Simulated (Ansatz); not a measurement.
```xyz
12

O    -0.923   -1.780   -0.524
Si   -0.014   -0.408   -0.519
Si   -1.317    1.519   -0.212
Si    1.684   -0.742    1.056
Cl    0.889   -0.155   -2.375
H    -1.657   -1.832   -1.140
H    -0.462    2.729   -0.327
H    -1.963    1.503    1.128
H    -2.378    1.567   -1.256
H     2.496   -1.930    0.686
H     1.097   -0.938    2.408
H     2.549    0.467    1.075
```

Total charge 0; spin multiplicity 1.

Problem. List the PBE/def2-TZVPP orbital energies in eV (Ansatz 0.2.0). (An estimate is asked.)

Solution. The calculation gave: Occupied: -2738.90, -1780.97, -1779.63, -1779.63, -510.80, -249.48, -190.16, -190.02, -190.01, -138.54, -137.43, -137.42, -95.34, -95.27, -95.24, -94.15, -94.15, -94.15, -94.14, -94.14, -94.14, -25.51, -20.44, -14.63, -13.45, -13.17, -11.26, -9.58, -9.35, -8.81, -8.73, -8.69, -8.57, -8.21, -7.80, -7.73, -6.44. Lowest empty: -1.64, -1.31, -0.56, -0.03, 0.03, 0.23, 0.65, 0.91.
